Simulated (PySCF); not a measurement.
# Ionisation energy of Cr⁺ by level of theory

Cr⁺ [Ar] 3d5 (6S) → Cr²⁺ [Ar] 3d4 (5D), as a difference of total energies. All numbers are calculated (PySCF 2.14, scalar relativity by spin-free X2C-1e, in aug-cc-pVTZ-DK (8s7p5d3f2g, 93 functions)). Correlated levels: valence: [Ar] frozen. The calculations carry no spin-orbit coupling.

| method | ionisation energy (eV) |
| --- | --- |
| UHF | 15.007 |
| LDA | 17.547 |
| PBE | 17.163 |
| PBE0 | 16.807 |
| r2SCAN | 16.868 |
| TPSS | 16.844 |
| M06-2X | 16.306 |
| MP2 (valence) | 15.994 |

Problem. Estimate what BP86 gives.

Solution. 17.200 eV, closest to PBE among the rows shown.

Problem. Estimate what SCS-MP2 (valence) gives.

Solution. 15.336 eV, closest to UHF among the rows shown.

A first-order spin-orbit estimate (lowest level to lowest level, LS coupling) adds -0.047 eV.

Errors of the correlated levels include the incompleteness of this basis and the frozen core.

For comparison: 16.486 eV (measured; NIST Atomic Spectra Database, ionization energies).
